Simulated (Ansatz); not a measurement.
CH$_{3}$Cl$_{3}$GeS, SMILES `C[S][Ge]([Cl])([Cl])[Cl]`. Total charge 0; spin multiplicity 1. The geometry is a stationary point of PBE0-D4/def2-TZVP. It is one conformer, not always the lowest.

```xyz
9

C     0.454    1.106   -1.074
S    -0.211   -0.572   -1.273
Ge   -0.441   -1.082    0.833
Cl    1.417   -0.995    1.886
Cl   -1.228   -3.048    0.974
Cl   -1.749    0.269    1.847
H    -0.259    1.752   -0.563
H     1.405    1.090   -0.545
H     0.612    1.480   -2.086
```

Task: What is the dipole moment at r2SCAN/def2-TZVPP? (An estimate is asked.)

Result: Ansatz gave: 2.48 D, with components (0.76, 1.86, -1.46) D in this frame, pointing from negative to positive charge.

Task: And with PBE, B3LYP, ωB97M-V? (Estimate.)

Result: The calculation gave: PBE 2.38 D, B3LYP 2.42 D, ωB97M-V 2.38 D.

Task: Give the Mulliken charges with r2SCAN, B3LYP, PBE in def2-TZVPP. (Best estimate.)

Result: Computed: 
```tsv
atom	r2SCAN	B3LYP	PBE
C1	-0.15	-0.28	-0.26
S2	-0.19	-0.16	-0.16
Ge3	0.82	0.80	0.73
Cl4	-0.27	-0.26	-0.24
Cl5	-0.25	-0.24	-0.23
Cl6	-0.27	-0.26	-0.24
H7	0.10	0.14	0.13
H8	0.10	0.14	0.13
H9	0.09	0.13	0.13
```

B3LYP here is the variant with VWN-RPA as its local correlation; programs differ in this.
